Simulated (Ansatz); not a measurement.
`C=C=C(F)N[SiH3]` + CH₄ → `C=C=C(C)F` + `N[SiH3]`  (formal exchange of groups at a C–N bond)

Program: Ansatz. Geometries: PBE0-D4/def2-TZVP. ΔE: electronic, gas phase. CCSD(T)/CBS is the MP2 limit (def2-TZVPP, def2-QZVPP) plus CCSD(T) − MP2 in def2-TZVPP, frozen cores. This one scheme is used for every species. Functionals use def2-TZVPP. B3LYP here is the variant with VWN-RPA as its local correlation; programs differ in this. One conformer a species, not always the lowest.

`C=C=C(F)N[SiH3]`:

```xyz
12

C     2.303   -0.316   -0.238
C     1.078   -0.594   -0.574
C    -0.168   -0.811   -0.903
F    -0.467   -1.499   -2.022
N    -1.288   -0.366   -0.242
Si   -1.261    0.967    0.871
H     2.917   -1.018    0.323
H     2.771    0.629   -0.508
H    -2.052   -1.026   -0.232
H    -0.482    0.691    2.106
H    -0.671    2.142    0.185
H    -2.681    1.200    1.235
```

CH₄:

Cartesian coordinates in Å:
```
C 0.000 0.000 0.000
H 1.074 -0.184 0.020
H -0.295 0.320 -0.999
H -0.248 0.780 0.720
H -0.531 -0.916 0.260
```

`C=C=C(C)F`:

```xyz
10

C    -1.602   -1.139    0.786
C    -0.597   -0.664    0.113
C     0.411   -0.159   -0.539
C     1.098    1.128   -0.279
F     0.938   -0.835   -1.585
H    -2.629   -0.919    0.505
H    -1.455   -1.779    1.653
H     2.156    0.955   -0.064
H     0.643    1.638    0.569
H     1.036    1.774   -1.159
```

`N[SiH3]`:

Z-matrix (Å, degrees):
```
Si
N 1 1.720
H 1 1.486 2 107.9
H 1 1.494 2 116.0 3 -120.3
H 1 1.486 2 107.9 3 119.4
H 2 1.007 1 119.6 3 -168.6
H 2 1.007 1 119.6 3 49.2
```

```tsv
level	ΔE (kJ/mol)	difference from CCSD(T)/CBS
B3LYP-D4	-1.4	8.4
ωB97X-V	-6.1	3.7
ωB97M-V	-6.8	3.0
HF/def2-TZVPP	-15.1	-5.3
SCS-MP2/def2-TZVPP	-7.8	2.0
CCSD/def2-TZVPP	-10.2	-0.4
CCSD(T)/def2-TZVPP	-7.5	2.3
MP2/def2-QZVPP	-7.0	2.8
SCS-MP2/def2-QZVPP	-9.4	0.4
CCSD/CBS(def2)	-12.4	-2.6
CCSD(T)/CBS	-9.8	0
```

Largest T1 diagnostic among the species: 0.013.

The D4 term adds +6.8 kJ/mol with B3LYP and +4.0 kJ/mol with PBE0; it sums over pairs of atoms, weighted by their polarisabilities, and B3LYP, whose exchange is more repulsive, gets the larger term. In def2-TZVPP, CCSD(T) changes the Hartree–Fock value by +7.6 kJ/mol (the triples alone add +2.6 kJ/mol) and MP2 by +9.6 kJ/mol.
